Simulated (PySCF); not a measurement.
# Exercise with solution: dipole moment from atomic charges

Ge(Cl)3(OSiH3) (Cl3GeH3OSi), SMILES [Cl][Ge]([Cl])([Cl])[O][SiH3]. Atoms are numbered in the order given.

```xyz
9

Si    -2.6946     0.3483    -0.8070
O     -1.2781     0.7468     0.0041
Ge     0.2990     0.0392     0.1414
Cl     0.3740    -1.7364    -1.0415
Cl     1.7524     1.4226    -0.5545
Cl     0.6795    -0.4418     2.1748
H     -3.1899    -0.9816    -0.3494
H     -2.4494     0.3115    -2.2774
H     -3.6804     1.4102    -0.4734
```
Charge 0, spin multiplicity 1.

Coordinates come from a PBE0-D3(BJ)/def2-SVP optimisation. The values are those of a single conformer.

Charges (e) from ωB97X/def2-TZVP (PySCF):

| atom | IAO | ESP fit |
|---|---|---|
| Si1 | 0.909 | 0.322 |
| O2 | -0.853 | -0.172 |
| Ge3 | 1.205 | 0.058 |
| Cl4 | -0.284 | -0.031 |
| Cl5 | -0.269 | -0.016 |
| Cl6 | -0.269 | -0.015 |
| H7 | -0.151 | -0.049 |
| H8 | -0.151 | -0.047 |
| H9 | -0.136 | -0.051 |

The dipole moment of the full density is 1.12 D.

What dipole moment does each set of point charges give, and which comes closer to that of the density?


μ = Σ q r, and 1 e Å = 4.8032 D.
IAO: Σ q r = (-0.407, -0.134, -0.246) e Å, |μ| = 2.37 D.
ESP fit: Σ q r = (-0.221, -0.015, -0.096) e Å, |μ| = 1.16 D.
ESP fit comes closer in size. Point charges leave out the atoms' own dipoles (lone pairs, polarised bonds); fits to the potential absorb them, partitions of the density don't.
